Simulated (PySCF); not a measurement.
HCl3OTi, triplet, at a GFN2-xTB geometry (such geometries of metal compounds can be far from the true shape) (the multiplicity is a formal guess). Base run: PySCF with HF/6-31G.

Here is a job for PySCF.
```python
from pyscf import gto, scf

mol = gto.Mole()
mol.atom = '''
    Ti   -0.549749    0.097962   -0.121870
    Cl    1.418425    1.262501   -0.232093
    Cl    0.691495   -0.353109    1.748386
    Cl   -0.311457   -1.580848   -1.403924
    O    -1.956922    0.983892    0.084344
    H    -2.824019    1.388478    0.096126
'''
mol.basis = '6-31g'
mol.charge = 0
mol.spin = 2
mol.verbose = 4
mol.build()

mf = scf.UHF(mol)
mf.kernel()
mf.analyze()
```

The base run was repeated with changes; each row names its change, and settings that it needs were set with it.

```json
[
 {"change": "base", "basis functions": "77", "E (Eh)": "-2302.33508", "HOMO (eV)": "-12.17", "dipole (D)": "4.51"},
 {"change": "basis = cc-pVDZ-DK; relativity = spin-free X2C", "basis functions": "116", "E (Eh)": "-2311.17945", "HOMO (eV)": "-11.92", "dipole (D)": "3.40"},
 {"change": "basis = x2c-SVPall; relativity = spin-free X2C; nucleus = Gaussian (with mol.nucmod = 'G')", "basis functions": "109", "E (Eh)": "-2310.48157", "HOMO (eV)": "-11.84", "dipole (D)": "3.38"},
 {"change": "basis = cc-pVDZ-DK; relativity = spin-free X2C; nucleus = Gaussian (with mol.nucmod = 'G')", "basis functions": "116", "E (Eh)": "-2311.17615", "HOMO (eV)": "-11.92", "dipole (D)": "3.40"},
 {"change": "basis = x2c-TZVPall; relativity = none", "basis functions": "196", "E (Eh)": "-2300.69040", "HOMO (eV)": "-11.75", "dipole (D)": "3.27"},
 {"change": "basis = x2c-SVPall; relativity = none", "basis functions": "109", "E (Eh)": "-2300.36305", "HOMO (eV)": "-11.86", "dipole (D)": "3.41"},
 {"change": "basis = x2c-TZVPall; relativity = spin-free X2C; nucleus = Gaussian (with mol.nucmod = 'G')", "basis functions": "196", "E (Eh)": "-2311.22827", "HOMO (eV)": "-11.62", "dipole (D)": "3.24"},
 {"change": "basis = cc-pVDZ-DK; relativity = none", "basis functions": "116", "E (Eh)": "-2299.78749", "HOMO (eV)": "-11.97", "dipole (D)": "3.44"},
 {"change": "basis = x2c-SVPall; relativity = spin-free X2C", "basis functions": "109", "E (Eh)": "-2310.48443", "HOMO (eV)": "-11.84", "dipole (D)": "3.38"},
 {"change": "basis = x2c-TZVPall; relativity = spin-free X2C", "basis functions": "196", "E (Eh)": "-2311.23132", "HOMO (eV)": "-11.62", "dipole (D)": "3.24"}
]
```

Totals shift with the method and basis; they matter in differences.

Open shells are given as the SCF converged; they aren't shown to be the lowest states, and a large step between rows can be another state.

Basis sets contracted for a relativistic Hamiltonian are a mismatch without it, so the rows without relativity aren't non-relativistic limits. No row has spin-orbit coupling; sets with core potentials leave out the core electrons.
